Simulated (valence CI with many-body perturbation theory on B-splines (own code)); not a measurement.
Ge26+: what the settings do

Computed by valence CI with perturbative core correlation (CI+MBPT): four valence electrons over a frozen Dirac-Fock core [He], a basis of 6 s, 6 p, 5 d, 3 f, 1 g functions for each j, with the one-electron correlation potential Σ1, the two-electron term Σ2, the three-electron term Σ3, Breit, model QED; selected CI, second order for the rest, scaled by the run's own slope (own B-spline code, finite nucleus).

No measured spectrum was set against this ion. As an estimate, large intervals hold to a few tenths of a per cent, small ones and those within an open d or f shell to about a per cent.

The reference run has the lowest level 2s2 2p2 3P_0 and an ionisation energy of 2741.34 eV. Its largest variational space holds 11565 state functions.

Names give the largest LS component (configuration and term), which can be under half, so a name can repeat, a term be missing and a line seem to break the LS rules; names also repeat where a configuration has a term twice.

| Level | Reference (cm⁻¹) | Shift (cm⁻¹) |
| --- | --- | --- |
| 2s2 2p2 3P_1 | 219759 | -98 |
| 2s2 2p2 3P_2 | 287942 | +33 |
| 2s2 2p2 1D_2 | 562499 | +85 |
| 2s2 2p2 1S_0 | 728829 | +507 |
| 2s 2p3 5S°_2 | 839975 | -332 |
| 2s 2p3 3D°_1 | 1175560 | +272 |
| 2s 2p3 3D°_2 | 1212290 | +142 |
| 2s 2p3 3D°_3 | 1294640 | +130 |
| 2s 2p3 3P°_0 | 1441010 | +390 |
| 2s 2p3 3P°_1 | 1469010 | +398 |
| 2s 2p3 3P°_2 | 1516040 | +417 |
| 2s 2p3 3S°_1 | 1634740 | +881 |

The ionisation energy moves by +0.07 eV.

(1) Which of these changes was made?
A. scale of Σ1 1 → 0
B. Breit term on → off; QED terms on → off
C. three-electron term on → off; hole-hole ladder in Σ2 on → off

Answers

(1) C. three-electron term on → off; hole-hole ladder in Σ2 on → off.
